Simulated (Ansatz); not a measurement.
Geometry optimisation, RKS PBE/def2-SVP (Ansatz 0.2.0).

The input (input.yaml):

```yaml
crystal:
  periodic: [false, false, false]
  atoms:
    - { symbol: Ta, position_ang: [0.0, 0.0, 0.0] }
    - { symbol: O, position_ang: [2.37, 0.0, 0.0] }
    - { symbol: H, position_ang: [2.7071, -0.5308, 0.7903] }
    - { symbol: F, position_ang: [0.0, 0.0, 1.93] }
    - { symbol: F, position_ang: [0.0, 0.0, -1.93] }
    - { symbol: O, position_ang: [-1.01, 1.7493, 0.0] }
    - { symbol: H, position_ang: [-1.4859, 1.8638, 0.8834] }
    - { symbol: F, position_ang: [-0.965, -1.6714, 0.0] }
    - { symbol: Br, position_ang: [0.9302, -2.3695, 1.4909] }
    - { symbol: H, position_ang: [2.1856, -1.1339, 0.7135] }
basis:
  gaussian: { orbitals: def2-SVP }
hamiltonian:
  xc: pbe
relax:
  f_tol: 0.15
  max_steps: 25
  restrain:
    - { distance: [0, 8], at: 3.85, k: 30.0 }
    - { distance: [9, 1], at: 2.21, k: 30.0 }
    - { distance: [0, 1], at: 2.02, k: 30.0 }
    - { distance: [9, 8], at: 1.55, k: 30.0 }
```

Launched with:

```bash
$ ansatz run input.yaml --threads 4 --pin off --max-ram 5120MiB --backend cpu --events-out ev --progress --plain --runs-dir out
```

Q: Where does it end, and by what steps?

A: The run converged. The restraints hold the end off the free minimum; the threshold counts their pulls, which the force column leaves out. Restrained pairs: Ta1–Br9 (2.95 → 3.85 Å), O2–H10 (1.35 → 2.21 Å), Ta1–O2 (2.37 → 1.99 Å), Br9–H10 (1.93 → 1.51 Å). After 15 steps the energy has fallen by 4.857 eV (the restraints' own energy left out); Br9 moved furthest, 1.35 Å.

| step | energy less start (eV) | largest force component (eV/Å) | accepted |
| --- | --- | --- | --- |
| 0 | 0.0000 | 5.250 | yes |
| 1 | -1.4548 | 3.271 | yes |
| 2 | -2.2181 | 4.236 | yes |
| 3 | -3.3509 | 3.978 | yes |
| 4 | -4.2595 | 1.478 | yes |
| 5 | -4.4747 | 1.270 | yes |
| 6 | -4.6447 | 1.017 | yes |
| 7 | -4.7379 | 0.938 | yes |
| 8 | -4.8001 | 0.929 | yes |
| 9 | -4.8116 | 1.059 | no |
| 10 | -4.8194 | 0.941 | yes |
| 11 | -4.8253 | 0.939 | yes |
| 12 | -4.8416 | 1.001 | yes |
| 13 | -4.8365 | 1.199 | yes |
| 14 | -4.8444 | 1.146 | yes |
| 15 | -4.8570 | 1.022 | yes |

```xyz
10
Properties=species:S:1:pos:R:3
Ta -0.118 0.036 0.158
O 1.862 0.130 0.346
H 2.177 0.367 1.239
F -0.125 0.350 2.048
F 0.200 -0.540 -1.618
O -0.915 1.687 -0.271
H -1.150 2.468 0.260
F -1.382 -1.338 0.425
Br 1.743 -3.255 0.874
H 2.439 -1.999 0.416
```

Run time: 20 s on 4 threads of Intel(R) Xeon(R) 6975P-C (Granite Rapids) (shared host), peak memory 0.25 GiB.
